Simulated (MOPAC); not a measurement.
Job for MOPAC: PM3 on CH2F4 (a complex), monomers drawn apart or pushed together.

```
PM3 1SCF PRECISE CHARGE=0 THREADS=1
CH2F4

F      0.25024175 1     0.23257027 1    -0.14423264 1
H     -0.02466204 1     0.91421912 1     0.42293237 1
F     -0.16772690 1     1.12356833 1     2.23584973 1
C      0.21654800 1    -0.05160730 1     2.80063352 1
F     -0.82333003 1    -0.53473423 1     3.48393189 1
F      1.21033693 1     0.21111698 1     3.65204293 1
H      0.53471045 1    -0.74480935 1     2.02335552 1
```

Output:

```
*******************************************************************************
 **                                                                           **
 **                              MOPAC v23.2.5                                **
 **                                                                           **
 *******************************************************************************
 ** MOPAC's Digital Object Identifier: https://doi.org/10.5281/zenodo.6511958 **
 **                                                                           **
 ** Please cite the open-source release paper for use of this MOPAC version:  **
 ** J. E. Moussa and J. J. P. Stewart (2026)                                  **
 ** MOPAC: An open-source semiempirical molecular orbital program             **
 ** J. Open Source Softw., 11(119), 8025, https://doi.org/10.21105/joss.08025 **
 *******************************************************************************

                              PM3 CALCULATION RESULTS

 *******************************************************************************
 *  PM3        - The PM3 Hamiltonian to be used
 *
 *
 *
 *                 CHARGE ON SYSTEM = 0
 *
 *
 *
 *  PRECISE    - TIGHTER CRITERIA TO BE USED
 *  1SCF       - DO 1 SCF AND THEN STOP
 *  THREADS=1  - MULTI-THREADING NOT USED
 *  T=         - A TIME OF 172800.0 SECONDS REQUESTED
 *  DUMP=N     - RESTART FILE WRITTEN EVERY 7200.0 SECONDS REQUESTED
 *******************************************************************************
PM3 1SCF PRECISE CHARGE=0 THREADS=1
 CH2F4

   ATOM   CHEMICAL          X               Y               Z
  NUMBER   SYMBOL      (ANGSTROMS)     (ANGSTROMS)     (ANGSTROMS)

     1       F          0.25024175  *   0.23257027  *  -0.14423264  *
     2       H         -0.02466204  *   0.91421912  *   0.42293237  *
     3       F         -0.16772690  *   1.12356833  *   2.23584973  *
     4       C          0.21654800  *  -0.05160730  *   2.80063352  *
     5       F         -0.82333003  *  -0.53473423  *   3.48393189  *
     6       F          1.21033693  *   0.21111698  *   3.65204293  *
     7       H          0.53471045  *  -0.74480935  *   2.02335552  *



          CARTESIAN COORDINATES

    NO.       ATOM           X           Y           Z

     1         F          0.2502      0.2326     -0.1442
     2         H         -0.0247      0.9142      0.4229
     3         F         -0.1677      1.1236      2.2358
     4         C          0.2165     -0.0516      2.8006
     5         F         -0.8233     -0.5347      3.4839
     6         F          1.2103      0.2111      3.6520
     7         H          0.5347     -0.7448      2.0234

  H: (PM3): J. J. P. STEWART, J. COMP. CHEM. 10, 209 (1989).
  C: (PM3): J. J. P. STEWART, J. COMP. CHEM. 10, 209 (1989).
  F: (PM3): J. J. P. STEWART, J. COMP. CHEM. 10, 209 (1989).

           Empirical Formula: C H2 F4  =     7 atoms



      MOLECULAR POINT GROUP   :   Cs


      RHF CALCULATION, NO. OF DOUBLY OCCUPIED LEVELS = 17


 -------------------------------------------------------------------------------
 PM3 1SCF PRECISE CHARGE=0 THREADS=1
 CH2F4



     1SCF WAS SPECIFIED, SO BFGS WAS NOT USED
     SCF FIELD WAS ACHIEVED


                              PM3 CALCULATION
                                                       MOPAC v23.2.5 Linux




          FINAL HEAT OF FORMATION =       -226.34000 KCAL/MOL =    -947.00657 KJ/MOL


          COSMO AREA              =        102.61 SQUARE ANGSTROMS
          COSMO VOLUME            =         82.14 CUBIC ANGSTROMS

          IONIZATION POTENTIAL    =         14.344167 EV
          HOMO LUMO ENERGIES (EV) =        -14.344  0.838
          NO. OF FILLED LEVELS    =         17
          MOLECULAR WEIGHT        =         90.0204         POINT GROUP:  Cs

          MOLECULAR DIMENSIONS (Angstroms)

            Atom       Atom       Distance
            F     6    F     1     3.91586
            H     2    F     5     2.09300
            H     7    F     3     1.86346


          SCF CALCULATIONS        =          1





   ATOM   CHEMICAL          X               Y               Z
  NUMBER   SYMBOL      (ANGSTROMS)     (ANGSTROMS)     (ANGSTROMS)

     1       F          0.25024175  *   0.23257027  *  -0.14423264  *
     2       H         -0.02466204  *   0.91421912  *   0.42293237  *
     3       F         -0.16772690  *   1.12356833  *   2.23584973  *
     4       C          0.21654800  *  -0.05160730  *   2.80063352  *
     5       F         -0.82333003  *  -0.53473423  *   3.48393189  *
     6       F          1.21033693  *   0.21111698  *   3.65204293  *
     7       H          0.53471045  *  -0.74480935  *   2.02335552  *

                             CARTESIAN COORDINATES

   1    F        0.250241750     0.232570270    -0.144232640
   2    H       -0.024662040     0.914219120     0.422932370
   3    F       -0.167726900     1.123568330     2.235849730
   4    C        0.216548000    -0.051607300     2.800633520
   5    F       -0.823330030    -0.534734230     3.483931890
   6    F        1.210336930     0.211116980     3.652042930
   7    H        0.534710450    -0.744809350     2.023355520


           Empirical Formula: C H2 F4  =     7 atoms



      MOLECULAR POINT GROUP   :   Cs


                  EIGENVALUES
 -34.31130 -25.41353 -25.15343 -23.99010 -21.48120 -19.89308 -19.50840 -19.40428
 -17.75265 -17.53451 -17.11348 -16.93127 -16.60800 -16.46878 -16.36788 -16.32260
 -14.34417   0.83832   2.17131   2.50299   2.59992   3.64089


              NET ATOMIC CHARGES AND DIPOLE CONTRIBUTIONS

  ATOM NO.   TYPE          CHARGE      No. of ELECS.   s-Pop       p-Pop
    1          F          -0.190880        7.1909     1.64294     5.54794
    2          H           0.174094        0.8259     0.82591
    3          F          -0.145171        7.1452     1.77680     5.36837
    4          C           0.317268        3.6827     1.14744     2.53530
    5          F          -0.124667        7.1247     1.76321     5.36146
    6          F          -0.124575        7.1246     1.76316     5.36142
    7          H           0.093931        0.9061     0.90607
 DIPOLE           X         Y         Z       TOTAL
 POINT-CHG.     0.207    -0.453    -0.164     0.524
 HYBRID        -0.121     0.329     0.183     0.395
 SUM            0.086    -0.124     0.019     0.152


          ATOMIC ORBITAL ELECTRON POPULATIONS

     Atom    s        px        py        pz
    1  F   1.64294   1.95992   1.75240   1.83562
    2  H   0.82591
    3  F   1.77680   1.93169   1.57123   1.86545
    4  C   1.14744   0.80542   0.85060   0.87927
    5  F   1.76321   1.63147   1.89702   1.83297
    6  F   1.76316   1.65689   1.95169   1.75284
    7  H   0.90607

 **********************
 *                    *
 * JOB ENDED NORMALLY *
 *                    *
 **********************




 == MOPAC DONE ==
```

The run finished.

Cost: around 0.03 core-seconds (rough).
